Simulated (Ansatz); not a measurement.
H$_{6}$N$_{2}$O$_{2}$Zr (`[NH2][Zr]([NH2])([OH])[OH]`). The species carries charge 0 and has multiplicity 1. Zr takes the def2 core potential. Geometry: relaxed with PBE0-D4/def2-TZVP. It is one conformer, not always the lowest.

```xyz
11

N    -0.434    0.865   -1.592
Zr    0.117    0.143    0.241
N    -0.075   -1.892    0.170
O    -1.102    0.715    1.640
O     1.939    0.738    0.523
H    -1.077    0.420   -2.232
H    -0.053    1.689   -2.036
H    -0.741   -2.425    0.711
H     0.538   -2.535   -0.313
H    -1.832    1.273    1.896
H     2.721    1.009    0.994
```

(1) What is the dipole moment at B3LYP/def2-TZVPP? (Best estimate.)

(2) And with PBE, r2SCAN, ωB97M-V? (Estimate.)

(3) Give the Mulliken charges with B3LYP, PBE, r2SCAN in def2-TZVPP. (Best estimate.)

Answers

(1) Ansatz gave: 0.38 D, with components (-0.11, 0.36, 0.05) D in this frame, pointing from negative to positive charge.

(2) Computed: PBE 0.36 D, r2SCAN 0.38 D, ωB97M-V 0.41 D.

(3) Ansatz gave: 
```json
{"atom": "N1", "B3LYP": "-0.58", "PBE": "-0.55", "r2SCAN": "-0.63"}
{"atom": "Zr2", "B3LYP": "1.35", "PBE": "1.16", "r2SCAN": "1.37"}
{"atom": "N3", "B3LYP": "-0.58", "PBE": "-0.55", "r2SCAN": "-0.64"}
{"atom": "O4", "B3LYP": "-0.52", "PBE": "-0.47", "r2SCAN": "-0.54"}
{"atom": "O5", "B3LYP": "-0.54", "PBE": "-0.49", "r2SCAN": "-0.55"}
{"atom": "H6", "B3LYP": "0.13", "PBE": "0.14", "r2SCAN": "0.16"}
{"atom": "H7", "B3LYP": "0.13", "PBE": "0.14", "r2SCAN": "0.15"}
{"atom": "H8", "B3LYP": "0.13", "PBE": "0.14", "r2SCAN": "0.16"}
{"atom": "H9", "B3LYP": "0.13", "PBE": "0.14", "r2SCAN": "0.15"}
{"atom": "H10", "B3LYP": "0.17", "PBE": "0.17", "r2SCAN": "0.19"}
{"atom": "H11", "B3LYP": "0.17", "PBE": "0.17", "r2SCAN": "0.19"}
```

B3LYP here is the variant with VWN-RPA as its local correlation; programs differ in this.
